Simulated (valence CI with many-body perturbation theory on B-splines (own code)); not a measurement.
# Sb⁴³⁺: electric-dipole lines

Level of theory: relativistic CI+MBPT: six valence electrons over a frozen Dirac-Fock core [He], radial functions for each j: 9 s, 9 p, 8 d, 6 f, 3 g, 1 h, with the one-electron correlation potential Σ1, the two-electron term Σ2, the three-electron term Σ3, Breit, model QED; selected CI, second order for the rest, scaled by the run's own slope (own B-spline code, finite nucleus).

No measured spectrum was set against this ion. As an estimate, large intervals hold to a few tenths of a per cent, small ones and those within an open d or f shell to about a per cent. Among the levels kept, up to 2500 cm⁻¹ of a level comes from second order outside the variational space, and about a tenth of that is noise between levels of different J, which matters for small intervals.

Lines 101 to 150 of 244 in falling wavelength, among levels below 4464.4 eV, chosen from the strongest by gf and those to the six lowest levels. Wavelengths and rates use the calculated energies. Electric multipoles are in the length gauge with retardation, E1 and E2 with the static RPA response of the core. Weak lines are less certain than strong ones. Lines between different terms over intervals too small for the method are left out, as are lines whose strength nearly cancels. The highest levels of a list are the least certain.

Levels are named by their leading jj configuration (3d3/2^4 stands for four electrons in 3d with j = 3/2), which in mixed levels can hold well under half, so a name can repeat and another be missing. Letters in brackets count levels of one name in rising energy.

| λ vac (Å) | Upper | Lower | A (s⁻¹) | S (a.u.) with core polarisation | S without |
| --- | --- | --- | --- | --- | --- |
| 51.40 | (2s 2p1/2^2 2p3/2^3) J=2 | (2s^2 2p1/2 2p3/2^3) J=1 | 2.52e+10 | 8.43e-03 | 8.45e-03 |
| 49.43 | (2s 2p1/2 2p3/2^4) J=1 | (2s^2 2p3/2^4) J=0 | 3.02e+10 | 5.41e-03 | 5.42e-03 |
| 48.98 | (2s 2p1/2^2 2p3/2^2 3s) J=1 [b] | (2s^2 2p1/2 2p3/2^2 3s) J=2 [b] | 5.00e+10 | 8.69e-03 | 8.71e-03 |
| 48.74 | (2s 2p1/2^2 2p3/2^2 3s) J=2 [b] | (2s^2 2p1/2 2p3/2^2 3s) J=3 | 2.12e+10 | 6.06e-03 | 6.07e-03 |
| 45.31 | (2s 2p1/2^2 2p3/2^3) J=1 | (2s^2 2p1/2 2p3/2^3) J=2 | 4.30e+10 | 5.92e-03 | 5.93e-03 |
| 43.97 | (2p1/2^2 2p3/2^4) J=0 | (2s 2p1/2 2p3/2^4) J=1 | 2.68e+11 | 1.13e-02 | 1.13e-02 |
| 42.80 | (2s 2p1/2^2 2p3/2^3) J=1 | (2s^2 2p1/2 2p3/2^3) J=1 | 2.14e+10 | 2.48e-03 | 2.49e-03 |
| 27.40 | (2s 2p1/2^2 2p3/2^2 3s) J=3 | (2s^2 2p1/2^2 2p3/2 3s) J=2 | 1.39e+11 | 9.85e-03 | 9.87e-03 |
| 27.31 | (2s 2p1/2^2 2p3/2^2 3p1/2) J=2 | (2s^2 2p1/2^2 2p3/2 3p1/2) J=1 | 1.13e+11 | 5.68e-03 | 5.69e-03 |
| 27.22 | (2s 2p1/2^2 2p3/2^2 3p1/2) J=3 | (2s^2 2p1/2^2 2p3/2 3p1/2) J=2 | 1.12e+11 | 7.80e-03 | 7.81e-03 |
| 26.74 | (2s 2p1/2^2 2p3/2^2 3s) J=2 [a] | (2s^2 2p1/2^2 2p3/2 3s) J=1 | 6.53e+10 | 3.08e-03 | 3.09e-03 |
| 26.38 | (2s 2p1/2^2 2p3/2^2 3s) J=2 [a] | (2s^2 2p1/2^2 2p3/2 3s) J=2 | 6.87e+10 | 3.11e-03 | 3.12e-03 |
| 24.82 | (2s 2p1/2^2 2p3/2^3) J=2 | (2s^2 2p1/2^2 2p3/2^2) J=2 | 5.09e+11 | 1.92e-02 | 1.92e-02 |
| 24.46 | (2s 2p1/2 2p3/2^4) J=0 | (2s^2 2p1/2 2p3/2^3) J=1 | 9.98e+11 | 7.21e-03 | 7.23e-03 |
| 24.17 | (2s 2p1/2^2 2p3/2^3) J=1 | (2s^2 2p1/2^2 2p3/2^2) J=0 | 3.00e+11 | 6.27e-03 | 6.29e-03 |
| 23.97 | (2s 2p1/2^2 2p3/2^2 3s) J=1 [a] | (2s^2 2p1/2^2 2p3/2 3s) J=2 | 5.96e+11 | 1.21e-02 | 1.22e-02 |
| 23.97 | (2s 2p1/2^2 2p3/2^2 3s) J=2 [b] | (2s^2 2p1/2^2 2p3/2 3s) J=1 | 1.09e+11 | 3.69e-03 | 3.70e-03 |
| 23.95 | (2s 2p1/2^2 2p3/2^2 3s) J=1 [b] | (2s^2 2p1/2^2 2p3/2 3s) J=1 | 9.26e+11 | 1.88e-02 | 1.89e-02 |
| 23.76 | (2s 2p1/2 2p3/2^4) J=1 | (2s^2 2p1/2 2p3/2^3) J=2 | 1.11e+12 | 2.20e-02 | 2.20e-02 |
| 23.68 | (2s 2p1/2^2 2p3/2^2 3s) J=2 [b] | (2s^2 2p1/2^2 2p3/2 3s) J=2 | 7.88e+11 | 2.58e-02 | 2.59e-02 |
| 23.39 | (2p1/2^2 2p3/2^4) J=0 | (2s 2p1/2^2 2p3/2^3) J=1 | 1.89e+12 | 1.19e-02 | 1.20e-02 |
| 23.05 | (2s 2p1/2 2p3/2^4) J=1 | (2s^2 2p1/2 2p3/2^3) J=1 | 1.55e+11 | 2.81e-03 | 2.81e-03 |
| 22.63 | (2s 2p1/2^2 2p3/2^3) J=1 | (2s^2 2p1/2^2 2p3/2^2) J=2 | 9.82e+11 | 1.68e-02 | 1.69e-02 |
| 16.29 | (2s 2p1/2 2p3/2^4) J=1 | (2s^2 2p1/2^2 2p3/2^2) J=0 | 1.65e+09 | 1.06e-05 | 1.06e-05 |
| 15.57 | (2s 2p1/2 2p3/2^4) J=1 | (2s^2 2p1/2^2 2p3/2^2) J=2 | 3.56e+10 | 1.99e-04 | 1.99e-04 |
| 3.650 | (2s^2 2p1/2^2 2p3/2 3s) J=1 | (2s^2 2p3/2^4) J=0 | 7.27e+07 | 5.23e-09 | 5.23e-09 |
| 3.536 | (2s^2 2p1/2^2 2p3/2 3p1/2) J=1 | (2s 2p1/2^2 2p3/2^3) J=2 | 5.75e+10 | 3.76e-06 | 3.76e-06 |
| 3.534 | (2s^2 2p1/2^2 2p3/2 3p1/2) J=2 | (2s 2p1/2^2 2p3/2^3) J=2 | 6.42e+09 | 7.00e-07 | 7.02e-07 |
| 3.463 | (2s^2 2p1/2^2 2p3/2 3p3/2) J=3 | (2s 2p1/2^2 2p3/2^3) J=2 | 4.75e+10 | 6.81e-06 | 6.81e-06 |
| 3.463 | (2s^2 2p1/2^2 2p3/2 3p3/2) J=1 | (2s 2p1/2^2 2p3/2^3) J=2 | 8.01e+10 | 4.93e-06 | 4.91e-06 |
| 3.446 | (2s^2 2p1/2^2 2p3/2 3p3/2) J=2 | (2s 2p1/2^2 2p3/2^3) J=2 | 6.08e+10 | 6.14e-06 | 6.14e-06 |
| 3.425 | (2s^2 2p1/2^2 2p3/2 3d3/2) J=1 | (2s^2 2p3/2^4) J=0 | 3.05e+08 | 1.82e-08 | 1.82e-08 |
| 3.403 | (2s^2 2p1/2 2p3/2^2 3s) J=1 [a] | (2s^2 2p3/2^4) J=0 | 1.05e+10 | 6.15e-07 | 6.12e-07 |
| 3.389 | (2s^2 2p1/2^2 2p3/2 3d5/2) J=1 | (2s^2 2p3/2^4) J=0 | 2.60e+09 | 1.50e-07 | 1.50e-07 |
| 3.386 | (2s^2 2p1/2^2 2p3/2 3s) J=2 | (2s^2 2p1/2 2p3/2^3) J=2 | 1.61e+10 | 1.55e-06 | 1.54e-06 |
| 3.381 | (2s^2 2p1/2^2 2p3/2 3s) J=1 | (2s^2 2p1/2 2p3/2^3) J=2 | 8.87e+09 | 5.07e-07 | 5.08e-07 |
| 3.372 | (2s^2 2p1/2^2 2p3/2 3s) J=2 | (2s^2 2p1/2 2p3/2^3) J=1 | 1.65e+09 | 1.56e-07 | 1.56e-07 |
| 3.366 | (2s^2 2p1/2^2 2p3/2 3s) J=1 | (2s^2 2p1/2 2p3/2^3) J=1 | 5.06e+10 | 2.86e-06 | 2.85e-06 |
| 3.362 | (2s^2 2p1/2 2p3/2^2 3s) J=1 [b] | (2s^2 2p3/2^4) J=0 | 3.00e+10 | 1.69e-06 | 1.69e-06 |
| 3.306 | (2s^2 2p1/2 2p3/2^2 3p1/2) J=1 [a] | (2s 2p1/2^2 2p3/2^3) J=2 | 1.44e+10 | 7.71e-07 | 7.70e-07 |
| 3.300 | (2s^2 2p1/2 2p3/2^2 3p1/2) J=2 [a] | (2s 2p1/2^2 2p3/2^3) J=2 | 3.08e+09 | 2.73e-07 | 2.72e-07 |
| 3.287 | (2s^2 2p1/2 2p3/2^2 3p1/2) J=3 | (2s 2p1/2^2 2p3/2^3) J=2 | 2.49e+10 | 3.06e-06 | 3.05e-06 |
| 3.269 | (2s^2 2p1/2 2p3/2^2 3p1/2) J=2 [b] | (2s 2p1/2^2 2p3/2^3) J=2 | 4.03e+11 | 3.47e-05 | 3.47e-05 |
| 3.264 | (2s^2 2p1/2 2p3/2^2 3p1/2) J=1 [b] | (2s 2p1/2^2 2p3/2^3) J=2 | 7.81e+09 | 4.02e-07 | 4.01e-07 |
| 3.242 | (2s^2 2p1/2 2p3/2^2 3p3/2) J=3 [a] | (2s 2p1/2^2 2p3/2^3) J=2 | 2.17e+11 | 2.55e-05 | 2.55e-05 |
| 3.241 | (2s^2 2p1/2 2p3/2^2 3p3/2) J=2 [a] | (2s 2p1/2^2 2p3/2^3) J=2 | 2.72e+11 | 2.28e-05 | 2.27e-05 |
| 3.229 | (2s^2 2p1/2 2p3/2^2 3p3/2) J=1 [a] | (2s 2p1/2^2 2p3/2^3) J=2 | 4.96e+09 | 2.47e-07 | 2.49e-07 |
| 3.226 | (2s^2 2p1/2 2p3/2^2 3p3/2) J=3 [b] | (2s 2p1/2^2 2p3/2^3) J=2 | 1.32e+11 | 1.53e-05 | 1.53e-05 |
| 3.212 | (2s^2 2p1/2 2p3/2^2 3p3/2) J=1 [b] | (2s 2p1/2^2 2p3/2^3) J=2 | 3.68e+11 | 1.81e-05 | 1.80e-05 |
| 3.211 | (2s^2 2p1/2 2p3/2^2 3d3/2) J=1 [a] | (2s^2 2p3/2^4) J=0 | 1.98e+11 | 9.70e-06 | 9.72e-06 |
